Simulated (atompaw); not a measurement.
# Building the PAW (atompaw) potential for Gd (Z = 64) (LDA (PW92), scalar-relativistic).

gadolinium, PAW, made with atompaw 4.2.0.5 (LDA (PW92), scalar-relativistic). Core [Kr] 4d10 5s2, reference 4f7 5p6 5d1 6s0 6p0 (charge +2). Waves: 6s (bound, empty): rc 3.00 bohr; 6s channel at 0.3 Ry: rc 2.55 bohr; 5p (bound): rc 1.90 bohr; 6p (bound, empty): rc 2.10 bohr; 5d (bound): rc 3.00 bohr; 5d channel at -0.7 Ry: rc 3.00 bohr; 4f (bound): rc 0.80 bohr; 4f channel at 0.45 Ry: rc 0.80 bohr. Local part: troulliermartins scheme with l = 4 at 1 Ry, radius 2.10 bohr. Core correction: smooth core density matched at 2.70 bohr. Augmentation charge: sinc compensation charge, radius 2.35 bohr; PAW radius 3.00 bohr; waves and projectors: custom polynom vanderbiltortho.

All-electron outer shells of the reference configuration (LDA (PW92), scalar-relativistic, ld1.x):

```
shell  level (eV)  outermost node (bohr)  outermost maximum (bohr)
   4d     -161.48                   0.27                      0.56
   5s      -63.77                   0.65                      1.20
   5p      -41.19                   0.70                      1.35
   4f      -22.79                      –                      0.56
   5d      -15.40                   0.79                      1.90
   6s      -15.20                   1.58                      3.02
   6p      -10.73                   1.87                      3.68
```

Results:

```
Cutoffs needed                                           : 300 Ry and over 300 Ry (the cutoffs (Ry, on a coarse ladder) from which the occupation-weighted sum of valence levels, in a spherical-Bessel basis at the reference potential, stays within 10 and 1 mRy of its value at 400 Ry)
Ghost test                                               : ghost state, extra bound levels that the all-electron valence spectrum of the same l lacks: s at -38.3 eV; a true bound ghost makes a file unfit for plane-wave use (spherical-Bessel basis up to 400 Ry, 20 bohr box)
Lowest eigenvalue of the overlap operator                : 0.19 (s channel)
Overlap eigenvalues printed by atompaw (projector basis) : 0.0427, 0.236, 1.01, 2.24, 35.3, 358, 1.56e+03, 3.97e+04
Share of each valence orbital outside the PAW sphere     : 6s 61 %, 5p 2 %, 6p 82 %, 5d 22 %, 4f 0 %
```

Generation and tests took about 8.4 s on one core of a shared server CPU.
